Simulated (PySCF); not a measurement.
## `CC(C)CC(C)(C)C1CCCC1`, C₁₂H₂₄

Cartesian coordinates in Å; atom numbers follow the order of the lines, from 1:
```xyz
36

C    -2.5060   -0.5364    1.4190
C    -1.9392    0.6546    0.6504
C    -3.0416    1.7021    0.4730
C    -1.3962    0.2994   -0.7414
C    -0.1464   -0.5999   -0.8973
C    -0.4814   -2.0765   -0.6460
C     0.2723   -0.4828   -2.3707
C     0.9730   -0.1674    0.0700
C     2.2692   -0.9843    0.0105
C     3.2752   -0.1573    0.8215
C     2.7492    1.2905    0.7954
C     1.5032    1.2596   -0.0940
H    -3.0707   -0.1870    2.2816
H    -3.1745   -1.1171    0.7878
H    -1.7188   -1.1890    1.7836
H    -1.1436    1.1082    1.2482
H    -3.8657    1.2886   -0.1046
H    -3.4283    2.0203    1.4385
H    -2.6661    2.5797   -0.0487
H    -1.1673    1.2473   -1.2351
H    -2.2088   -0.1634   -1.3083
H     0.3070   -2.7116   -1.0436
H    -0.5813   -2.2936    0.4125
H    -1.4113   -2.3459   -1.1421
H    -0.5463   -0.8149   -3.0063
H     1.1356   -1.1060   -2.5881
H     0.5079    0.5432   -2.6409
H     0.5785   -0.2655    1.0866
H     2.6101   -1.0695   -1.0209
H     2.1530   -1.9873    0.4177
H     3.3265   -0.5216    1.8480
H     4.2768   -0.2304    0.3985
H     2.4820    1.6113    1.8031
H     3.4950    1.9877    0.4150
H     0.7797    2.0201    0.1941
H     1.7889    1.4312   -1.1314
```

Method used: PySCF 2.14.0, GIAO PBE0/pcSseg-1 magnetisability, rotational g tensor and spin-rotation constants, non-relativistic, gas phase. Geometry: GFN2-xTB.

(1) How diamagnetic is it, and how anisotropic?

(2) Split it along the inertial axes a, b, c into diamagnetic and paramagnetic parts about the centre of mass, with the quadrupole moment.

(3) And the rotational g tensor?

## Answers

(1) Isotropic -2403 × 10⁻³⁰ J/T², or -144.7 × 10⁻⁶ cm³/mol; principal values -2453, -2403, -2352 × 10⁻³⁰ J/T², anisotropy 87 × 10⁻³⁰ J/T² (root of half the summed squared differences of the principal values). The susceptibility is in cgs units.

(2) 
```csv
axis,χ (10⁻⁶ cm³/mol),diamagnetic (10⁻⁶ cm³/mol),paramagnetic (10⁻⁶ cm³/mol),summed x² of all electrons (Å²),quadrupole Θ (D Å)
a,-143.2,-1212.1,1069.0,438.6,-0.45
b,-144.7,-2325.4,2180.7,176.2,+0.15
c,-146.2,-2608.5,2462.3,109.5,+0.30
```
Anisotropies 2χaa − χbb − χcc = +4.6 and 2χbb − χaa − χcc = 0.0 × 10⁻⁶ cm³/mol. Θ is traceless in Buckingham's convention.

(3) 
| axis | rotational constant (GHz) | g | nuclear part | electronic part |
| --- | --- | --- | --- | --- |
| a | 1.2716 | +0.0001 | 0.6387 | -0.6386 |
| b | 0.5928 | +0.0004 | 0.6077 | -0.6073 |
| c | 0.5220 | +0.0007 | 0.6045 | -0.6038 |

Asymmetric top; isotopes 12C, 1H; no vibrational averaging.
